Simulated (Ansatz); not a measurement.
System: SeOF, charge 0, doublet. SeOF (SMILES [O][Se]F, doublet).
B3LYP-D3(BJ)/def2-TZVP minimum from Ansatz (an electronic-structure program):
```
Se
O 1 1.6203
F 1 1.7720 2 105.19
```
Charge 0, spin multiplicity 2.

Hartree-Fock and CCSD correlation energies in hartree (Ansatz). Radicals and triplets start from unrestricted determinants; spin-orbit coupling is neglected. Cores are frozen in correlated methods (noble-gas shells, and filled d and f shells in the p block). No relativity. The UHF reference of FOSe ([O][Se]F, doublet) is spin-contaminated (<S^2> up to 0.04 over the pure value in the sets run).

```tsv
basis	X	E(HF)	E(corr, CCSD)
cc-pVTZ	3	-2574.19288	-0.64343
cc-pVQZ	4	-2574.21432	-0.69466
cc-pV5Z	5	-2574.21904	withheld
```

Q: Fit E(corr) = E∞ + A/X³ to X = 3 and 4, predict X = 5, and compare with the run.

A: A = (-0.64343 - (-0.69466))/(1/27 - 1/64) = 2.3926; E∞ = -0.69466 - A/64 = -0.73204; at X = 5, E∞ + A/125 = -0.71290. The run gave -0.71386, 0.96 mEh below the prediction. The same form on X = 4 and 5 gives E∞ = -0.73400, 1.96 mEh below the first estimate.
